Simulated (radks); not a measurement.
The numbers below are computed, except where a source is named.
Fractional charge and spin in the 5s shell of antimony: the spin-up occupation runs from 0 to 1 and the spin-down occupation from 0 to 1; the fullest corner is Sb, [Kr] 4d10 5p(up 1.5, down 1.5) 5s(up 1, down 1). Code: a radial shooting solver on a logarithmic mesh with Libxc functionals. Model: scalar-relativistic Kohn-Sham, PBEsol, spin-polarised, spherical densities, point nucleus. Energy (eV) above the fullest corner. The planes named below are the two flat planes that join the four corners, with an edge along up + down = one added electron.

| down \ up | 0 | 0.25 | 0.5 | 0.75 | 1 |
|---|---|---|---|---|---|
| 0 | 43.368 | 35.883 | 28.981 | 22.653 | 16.889 |
| 0.25 | 35.883 | 29.040 | 22.766 | 17.054 | 11.891 |
| 0.5 | 28.981 | 22.766 | 17.109 | 11.997 | 7.419 |
| 0.75 | 22.653 | 17.054 | 11.997 | 7.471 | 3.461 |
| 1 | 16.889 | 11.891 | 7.419 | 3.461 | 0.000 |

Corners above the fullest one (they belong to Sb+ and the next ion): (up 1, down 0) 16.889 eV, (up 0, down 1) 16.889 eV, (up 0, down 0) 43.368 eV. With half an added electron in each spin the energy lies 0.220 eV from the planes, and with half an added electron in spin up alone -1.147 eV. The planes are only a guide here: the flat-plane condition holds for ground states with one frontier orbital, while this shell lies below other occupied shells, so the corners above the fullest one are inner-hole states and not the ground states of those ions.
